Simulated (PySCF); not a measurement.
Compound: C₆H₁₃O₂PS.
Atom-mapped SMILES: `[CH3:1][S:2][CH2:3][P:4]1(=[O:5])[CH2:6][CH2:7][O:8][CH2:9][CH2:10]1`

Probes without a nucleus sit at each ring's centroid and 1 Å off its mean plane on both sides; NICS is minus the shielding there, NICSzz its component along the normal. Level: GIAO PBE0/pcSseg-1 (PySCF, non-relativistic, gas phase) on the GFN2-xTB geometry, one conformer.

Ring bond lengths (Å), with Mayer bond orders in brackets: P4–C6 1.832 (0.92), C6–C7 1.530 (1.02), C7–O8 1.407 (0.93), O8–C9 1.406 (0.94), C9–C10 1.531 (1.01), C10–P4 1.839 (0.91).

Question: Give the NICS values of each ring in ppm.

Answer: 
```csv
ring,type,NICS(0),"NICS(1), two faces","NICS(1)zz, two faces",rms pucker (Å),"centre to ring atoms, mean (Å)"
P4–C6–C7–O8–C9–C10,6-membered ring with O and P; formal bonds all single,-1.7,-2.2 / -1.2,3.0 / 4.2,0.28,1.51
```

Question: What can be read from them?

Answer: 
- P4–C6–C7–O8–C9–C10: mean NICS(1)zz 3.6 ppm, deshielded. P4, C6, C7, C9, C10 have four or more neighbours; no verdict on aromaticity is drawn.

Question: At the first NICS(1) probe listed for ring P4–C6–C7–O8–C9–C10, 1 Å off the ring, what do the in-plane components average?

Answer: The isotropic value is a third of the trace: (3 × -2.2 − (3.0))/2 = -4.8 ppm.
